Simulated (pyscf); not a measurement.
`[Br][SnH2][SnH3]`, singlet

Gas-phase minimum from PySCF at ωB97X-D3(BJ)/def2-SVP, one conformer. 

```
Sn
H 1 1.7062
H 1 1.7063 2 109.98
Br 1 2.4954 2 105.51 3 113.33
Sn 1 2.7156 2 115.37 3 -132.64
H 5 1.7041 1 108.79 2 -174.85
H 5 1.7042 6 109.83 1 -118.95
H 5 1.7086 6 109.30 7 -119.90
```

Properties at ωB97X-D3(BJ)/def2-SVP:

```
Property                                                                                                                                                                                                         Result
---------------------------------------------------------------------------------------------------------------------  ------------------------------------------------------------------------------------------------
Harmonic wavenumbers, unscaled                                                                                         49, 64, 206, 270, 289, 393, 432, 537, 611, 692, 747, 753, 755, 1967, 1975, 1976, 1985, 1987 cm⁻¹
Zero-point energy                                                                                                                                                                                         22.4 kcal/mol
Rotational symmetry number                                                                                                                                                                                            1
Entropy of this conformer at 298 K and 1 atm, rigid rotor and harmonic oscillator, modes under 100 cm⁻¹ raised to 100                                                                                   375.3 J/(mol K)
Dipole moment                                                                                                                                                                                                    2.67 D
```

Single-point totals, which compare only within one level:

```tsv
level	total energy (hartree)
ωB97X-D3(BJ)/def2-TZVP	-3005.88782
PBE/def2-TZVP	-3005.38113
r²SCAN/def2-TZVP	-3005.93382
B3LYP-D3(BJ)/def2-TZVP	-3005.98528
PBE0-D3(BJ)/def2-TZVP	-3005.50658
M06-2X/def2-TZVP	-3005.67191
ωB97M-D3(BJ)/def2-TZVP	-3005.86687
```

The lowest mode is so soft that the shape along it may change with the basis. Soft torsions are taken as harmonic, which can shift the entropy by several J/(mol K). Elements up to Kr have no core potential and no relativistic terms here. Elements past Kr carry the def2 core potentials, without spin-orbit coupling.
